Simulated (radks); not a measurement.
Fe I, configuration [Ar] 3d4 4s2 4d2 (not the ground configuration). All-electron calculation, non-relativistic Kohn-Sham, SCAN, spin-polarised, spherical densities, point nucleus; open shells are filled with parallel spins first; meta-GGA in the generalised Kohn-Sham scheme. Program: a radial shooting solver on a logarithmic mesh with Libxc functionals.

Radial electron density D(r) = 4 pi r^2 rho(r):

r (bohr),D(r) (e/bohr),spin D(r)
0.006242,4.221,0.0000407
0.007209,5.355,0.0000506
0.008393,6.825,0.0000626
0.009693,8.509,0.0000750
0.01128,10.62,0.0000880
0.01303,12.94,0.0000979
0.01505,15.55,0.000102
0.01752,18.55,0.0000932
0.02023,21.52,0.0000630
0.02337,24.45,-0.00000186
0.0272,27.26,-0.000128
0.03142,29.39,-0.000323
0.03658,30.82,-0.000633
0.04224,31.19,-0.00103
0.04878,30.56,-0.00147
0.05679,28.98,-0.00183
0.06559,27.03,-0.00165
0.07635,25.18,0.0000546
0.08818,24.34,0.00479
0.1018,24.89,0.0158
0.1186,27.10,0.0401
0.1369,30.21,0.0838
0.1581,33.26,0.162
0.1841,34.90,0.299
0.2126,33.87,0.503
0.2475,29.81,0.821
0.2858,24.06,1.24
0.3301,18.22,1.79
0.3843,13.94,2.47
0.4438,12.64,3.16
0.5125,13.63,3.78
0.5967,15.48,4.22
0.6891,16.26,4.33
0.8022,15.03,4.06
0.9265,12.20,3.48
1.07,8.728,2.74
1.246,5.500,1.95
1.439,3.420,1.31
1.675,2.220,0.795
1.934,1.694,0.472
2.234,1.406,0.299
2.6,1.138,0.236
3.003,0.8769,0.249
3.468,0.6558,0.293
4.037,0.4989,0.336
4.663,0.4103,0.350
5.428,0.3439,0.328
6.269,0.2806,0.277
7.24,0.2104,0.210
8.428,0.1366,0.137
9.734,0.07801,0.0780
11.24,0.03745,0.0374
13.09,0.01391,0.0139
15.11,0.004336,0.00434
17.59,0.0009781,0.000978
20.32,0.0001840,0.000184

D(r) has 3 maxima, at r = 0.0416, 0.187, 0.684 bohr, and minima at 0.0903, 0.444 bohr, inside which lie 2.13, 10.63 electrons.
